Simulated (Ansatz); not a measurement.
A nudged elastic band was laid between two geometries of H2O2 + H4OSn (10 atoms, charge 0, multiplicity 1).

Theory: Ansatz, RKS PBE-D4/def2-SVP.

```json
{
  "movable images": "7",
  "climbing image": "yes",
  "spring": "5.0 eV/Å²",
  "optimiser": "quadratic models (default)",
  "start path": "through a guess of the saddle point",
  "force threshold": "0.03 eV/Å",
  "iteration limit": "60",
  "end points": "relaxed"
}
```

Image 0:

```xyz
10
Properties=species:S:1:pos:R:3
Sn -0.643 -1.042 -0.811
O 1.293 -0.486 -0.397
H -0.467 -2.143 -2.146
H -1.308 -1.875 0.546
H -1.411 0.416 -1.273
H 0.773 0.518 0.844
O 0.021 0.907 1.391
O -0.199 2.171 0.701
H 1.868 -1.262 -0.262
H 0.072 2.796 1.406
```

Image 8:

```xyz
10
Properties=species:S:1:pos:R:3
Sn -0.955 -0.665 -0.662
O 1.542 -0.583 0.052
H -0.206 -0.800 -2.207
H -0.812 -2.023 0.413
H -2.663 -0.352 -0.854
H 1.445 0.383 0.300
O -0.823 1.237 0.205
O 0.521 1.763 0.464
H 1.562 -1.048 0.910
H 0.390 2.088 1.379
```

Q: Which bonds break or form, and what moves?

A: Bonds broken: H6–O7. Bonds formed: Sn1–O7, O2–H6. H2O2 + H4OSn becomes H2O + H4O2Sn.

Q: Give the energies along the band, and the barrier.

A: It converged. The highest image is number 3 of 0 to 8, 8.1 kcal/mol above the first end and 9.0 kcal/mol above the last; the last end lies 0.9 kcal/mol below the first. The profile has 2 maxima (images 3, 6) with wells between them (image 5): this band takes more than one step, which may be the mechanism or a detour left from its start path. A structure lower than the last end lies on the path between it and the top, so the climb from that side starts below the end, which may itself be a saddle point or a shallow side well. A vibrational analysis at the climbing image gives one clearly imaginary mode, 400i cm⁻¹: a first-order saddle point. The orbitals stay closed-shell, which can raise the energy where a bond breaks towards radicals; this wasn't checked here.

```tsv
image	path coordinate (Å)	energy (kcal/mol)	H6–O7 (Å)	Sn1–O7 (Å)	O2–H6 (Å)
0	0.00	0.0	1.01	3.02	1.68
1	0.56	0.3	1.01	2.87	1.66
2	1.11	2.5	1.04	2.61	1.52
3	1.67	8.1	1.30	2.32	1.15
4	2.90	2.3	1.67	2.12	1.00
5	4.13	-1.1	1.78	2.09	1.00
6	5.35	1.2	2.46	2.07	0.98
7	6.58	-0.1	2.40	2.08	0.99
8	7.81	-0.9	2.42	2.09	1.00
```

Q: What is the geometry of the highest image?

A: 
```xyz
10
Properties=species:S:1:pos:R:3
Sn -0.724 -0.724 -0.579
O 1.519 -0.515 -0.358
H -0.413 -1.763 -1.950
H -1.404 -1.715 0.672
H -1.619 0.646 -1.144
H 1.150 0.179 0.481
O 0.101 0.696 1.059
O 0.021 2.070 0.590
H 1.986 -1.301 -0.014
H -0.616 2.427 1.243
```

The run took 5.1 min on 2 threads of Arm Neoverse V1, with other jobs on the host, peak memory 0.14 GiB.
